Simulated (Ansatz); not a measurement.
Species: GeBr, charge 1, singlet. GeBr+ (parent SMILES [Br][Ge], singlet).
B3LYP-D3(BJ)/def2-TZVP minimum from Ansatz (an electronic-structure program):
```xyz
2

Ge     0.0000     0.0000    -1.1614
Br     0.0000     0.0000     1.0618
```
Charge +1, spin multiplicity 1.

Total energies in cc-pVQZ, 10 correlated electrons, 28 frozen orbitals. UHF or UKS for unpaired electrons; spin-orbit terms are left out. Correlated methods leave the cores frozen (noble-gas shells, and filled d and f shells in the p block). No relativity. Spin-orbit terms, left out, reach several kcal/mol for Br and I, and more for heavier atoms. The spin of BrGe+ (parent SMILES [Ge][Br], singlet) was assumed, and the state is the lowest solution found for it.

| method | program | energy (Eh) | minus CCSDT(Q) (mEh) |
|---|---|---|---|
| HF | Ansatz | -4647.64016 | 281.29 |
| MP2 | Ansatz | -4647.88504 | 36.40 |
| CCSD | Ansatz | -4647.90589 | 15.56 |
| CCSD(T) | Ansatz | -4647.91971 | 1.74 |
| CCSDT(Q) | Ansatz | -4647.92145 | 0.00 |

Rough core times of Ansatz's runs on a shared machine: CCSD(T) under 20 s, CCSDT(Q) 7 min.
